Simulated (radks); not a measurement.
Charge is removed step by step from the 2p level of the chlorine ion Cl+, starting from [Ne] 3s2 3p4. Calculated with a radial shooting solver on a logarithmic mesh with Libxc functionals: non-relativistic Kohn-Sham, PBEsol, spin-unpolarised, spherical densities, point nucleus.

removed (e)  E - E(0) (eV)  eigenvalue (eV)  E minus straight line (eV)
0                    0.000          -204.20                       0.000
0.1                 20.615          -208.10                      -1.814
0.2                 41.622          -212.05                      -3.235
0.3                 63.026          -216.04                      -4.260
0.4                 84.831          -220.06                      -4.884
0.5                 107.04          -224.13                      -5.103
0.6                 129.66          -228.23                      -4.915
0.7                 152.69          -232.37                      -4.313
0.8                 176.13          -236.55                      -3.297
0.9                 200.00          -240.76                      -1.860
1                   224.29          -245.02                       0.000

Removing the whole electron costs 224.29 eV by Delta-SCF, against 204.20 eV from minus the eigenvalue at the starting occupation. Slater's transition state (half an electron removed) gives 224.13 eV. Integrating minus the eigenvalue over the occupation (Janak's theorem) gives 224.29 eV. The mean slope of the eigenvalue, de/dn, is 40.8 eV per electron.
